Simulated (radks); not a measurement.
Question: All-electron atom: neutral ytterbium in [Xe] 4f14 6s2. Method: scalar-relativistic Kohn-Sham, BP86, spin-polarised, spherical densities, point nucleus; computed with a radial shooting solver on a logarithmic mesh with Libxc functionals. Some entries of the table are withheld. Estimate them.

orbital  occ.  eigenvalue (hartree)  <1/r> (bohr^-1)
1s          2                   (1)            80.67
2s          2             -381.3750              (2)
2p          6             -336.0968            17.26
3s          2             -85.96678            6.947
3p          6             -72.31959            6.466
3d         10             -55.71013            6.123
4s          2             -16.91410            2.936
4p          6             -12.43536            2.678
4d         10              -6.54292            2.367
5s          2              -2.02301            1.098
5p          6              -1.01195           0.8994
6s          2              -0.14949           0.3212
4f         14              -0.11537            1.729

Answer: 
(1) 1s eigenvalue (hartree): -2251.048
(2) 2s <1/r> (bohr^-1): 18.81
